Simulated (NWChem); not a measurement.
Basis-set dependence for H$_{3}$Si$_{2}$

```
Si
H 1 1.4976
H 1 1.4999 2 107.61
Si 1 2.2813 2 123.35 3 165.33
H 4 1.5322 1 89.10 2 172.80
```
Charge 0, spin multiplicity 2.

Program: NWChem. The geometry was optimised at UPBE0/def2-SVP, a minimum by its harmonic frequencies.

Hartree-Fock energies in Ha, correlation energies in mHa.

The correlated methods keep 10 core orbitals frozen. The Pople sets run with spherical d functions. The structure started from a generated list of species. The stability of the SCF solutions was not checked. Open-shell Hartree-Fock references start from PBE0 orbitals. No row is a measurement; the coupled-cluster row has its own basis-set and correlation limits.

```json
[
 {"basis": "cc-pVDZ", "functions": "51", "UHF": "-579.51910", "CCSD on ROHF": "-218.2", "CCSD[T] on ROHF": "-225.8", "CCSD(T) on ROHF": "-225.5"},
 {"basis": "6-311G**", "functions": "70", "UHF": "-579.52506", "CCSD on ROHF": "-213.8", "CCSD[T] on ROHF": "-221.5", "CCSD(T) on ROHF": "-221.2"},
 {"basis": "cc-pVTZ", "functions": "110", "UHF": "-579.54383", "CCSD on ROHF": "not run", "CCSD[T] on ROHF": "not run", "CCSD(T) on ROHF": "not run"}
]
```
